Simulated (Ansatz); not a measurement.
`CCOBCl` + `N[SiH2]C=O` → `CN[SiH2]C=O` + `COBCl`  (substitution at a C–C bond)

Program: Ansatz. Geometries: PBE0-D4/def2-TZVP. ΔE: electronic, gas phase. CCSD(T)/CBS adds triple-zeta CCSD(T) − MP2 to the extrapolated MP2 energy (def2 sets, frozen cores). Functionals use def2-TZVPP. B3LYP here is the variant with VWN-RPA as its local correlation; programs differ in this. One conformer a species, not always the lowest.

`CCOBCl`:

```xyz
11

C    -0.340    1.242   -0.845
C    -0.173    0.532    0.474
O    -0.455   -0.856    0.323
B     0.488   -1.785    0.480
Cl    0.047   -3.470    0.252
H    -0.181    2.315   -0.716
H    -1.345    1.087   -1.241
H     0.380    0.874   -1.579
H    -0.879    0.917    1.215
H     0.840    0.662    0.868
H     1.617   -1.518    0.770
```

`N[SiH2]C=O`:

Cartesian coordinates in Å:
```
N -1.243 0.716 0.296
Si 0.348 0.205 0.606
C 0.803 -0.791 -0.974
O -0.020 -0.990 -1.835
H -1.869 1.122 0.967
H -1.710 0.322 -0.506
H 0.531 -0.699 1.780
H 1.326 1.316 0.771
H 1.833 -1.201 -1.104
```

`CN[SiH2]C=O`:

```xyz
12

C     1.522   -0.132    0.896
N     0.923   -0.436   -0.389
Si   -0.757   -0.595   -0.620
C    -1.757    1.028   -0.330
O    -1.223    2.072   -0.046
H     2.526   -0.559    0.967
H     0.925   -0.585    1.692
H     1.583    0.943    1.100
H     1.478   -0.134   -1.174
H    -1.024   -1.023   -2.019
H    -1.323   -1.578    0.346
H    -2.874    0.999   -0.422
```

`COBCl`:

```xyz
8

C     0.556    0.114    0.974
O    -0.164    0.660   -0.116
B    -0.633   -0.106   -1.102
Cl   -1.513    0.667   -2.409
H     0.026    0.352    1.897
H     0.660   -0.970    0.881
H     1.545    0.574    1.004
H    -0.478   -1.291   -1.129
```

Question: Is it downhill or uphill in electronic energy at CCSD(T)/CBS, and by how much? (An estimate is asked.)

Answer: Ansatz gave: Uphill: ΔE = +0.56 eV.

Question: What do these levels give: r2SCAN-D4, B3LYP-D4, ωB97M-V, r2SCAN, MP2/def2-TZVPP, HF/def2-QZVPP? (An estimate is asked.)

Answer: Ansatz gave: r2SCAN-D4 0.57, B3LYP-D4 0.50, ωB97M-V 0.55, r2SCAN 0.57, MP2/def2-TZVPP 0.57, HF/def2-QZVPP 0.51 eV.

Largest T1 diagnostic among the species: 0.014.
